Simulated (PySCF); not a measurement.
C₃H₆FNSi, SMILES F[SiH2]N1C=CC1. The structure is a stationary point at B3LYP-D3(BJ)/def2-SVP. This is a generated structure with no PubChem entry under its InChIKey; it may be hypothetical. The values are those of a single conformer.

Task: Give the equilibrium geometry at B3LYP-D3(BJ)/def2-SVP (PySCF confirms it by a frequency run) as a Z-matrix. (An estimate is asked for; the answer gives what the named calculation found.)

Result: One answer among several that fit: 
```
N
C 1 1.4157
C 2 1.3506 1 96.71
H 3 1.0861 2 136.26 1 177.71
H 2 1.0929 3 137.41 4 -1.65
C 1 1.4981 2 87.62 5 -179.70
H 6 1.1024 1 112.44 2 -118.34
H 6 1.1025 7 110.00 1 126.88
Si 1 1.7159 2 136.37 5 -17.05
F 9 1.6333 1 113.79 2 -79.09
H 9 1.4823 10 106.34 1 118.33
H 9 1.4828 11 114.80 10 -117.63
```
